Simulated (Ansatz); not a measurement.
MoOF2, SMILES [F][Mo]([F])=[O] (connectivity only; charge and spin as stated), neutral, multiplicity 3.

Geometry: B3LYP-D3(BJ)/def2-TZVP. The spin state was assumed, not searched. The def2 effective core potentials stand for the cores of Mo; spin–orbit coupling is left out.

Two levels are set side by side: PBE/def2-SVPD (Ansatz, a first-principles code) and ωB97X-V/def2-SVPD (Ansatz). Energy differences of separate SCF runs at the same geometry; the states with an electron removed or added have multiplicity 2 and 2. Differences are taken from unrounded values.

```tsv
quantity	PBE
vertical ionisation energy (eV)	9.69
vertical electron affinity (eV)	1.53
```

Problem. These are the PBE values. What does ωB97X-V give? (An estimate is asked for; the answer gives what the named calculation found.)

Solution. 
```csv
quantity,ωB97X-V,PBE minus ωB97X-V
vertical ionisation energy (eV),10.25,-0.56
vertical electron affinity (eV),1.64,-0.11
```
